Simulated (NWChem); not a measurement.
C2H3F3Si; SMILES C=C[Si](F)(F)F

```xyz
9

C      0.0021     2.4080    -0.0013
C      0.7663     1.3090    -0.0080
Si     0.0231    -0.3627     0.0000
F      0.4150    -1.2207    -1.2969
F      0.4802    -1.2358     1.2649
F     -1.5772    -0.2548     0.0398
H     -1.0913     2.3491     0.0100
H      0.4364     3.4135    -0.0064
H      1.8578     1.4139    -0.0181
```
Atoms are numbered in this order, from 1.

All runs: NWChem. Medium grid unless said otherwise, to which SCAN and Minnesota functionals are sensitive. Geometry: optimised at PBE0/def2-SVP. B3LYP is NWChem's, with the RPA form of VWN correlation. Total energies of different functionals are on different scales.

```
level                  energy (Ha)  highest occupied level (eV)  orbital gap (eV)  dipole (D)
---------------------  -----------  ---------------------------  ----------------  ----------
B3LYP/def2-SVP           -666.8441                        -8.58              7.26        2.72
PBE/def2-SVP             -666.2855                        -7.64              5.52        2.55
M06/def2-SVP             -666.6589                        -8.94              7.77        2.89
M06-L/def2-SVP           -666.7726                            …                 …        2.72
LRC-wPBEh/def2-SVP       -666.3652                       -10.81             11.40        2.77
PBE0/def2-SVP            -666.3247                        -8.90              7.74        2.79
PW6B95/def2-SVP          -667.4955                        -8.97              7.90        2.78
N12/def2-SVP             -666.6834                        -7.49              5.51        2.74
OLYP/def2-SVP            -666.7107                        -7.48              5.55        2.54
Hartree-Fock/def2-SVP    -664.5239                       -11.45             14.20        3.19
MN15-L/def2-SVP          -666.3821                        -8.03              6.30        2.71
```

Question: Fill in the missing entries.

Answer: 
- M06-L/def2-SVP, highest occupied level (eV): -7.92
- M06-L/def2-SVP, orbital gap (eV): 5.93
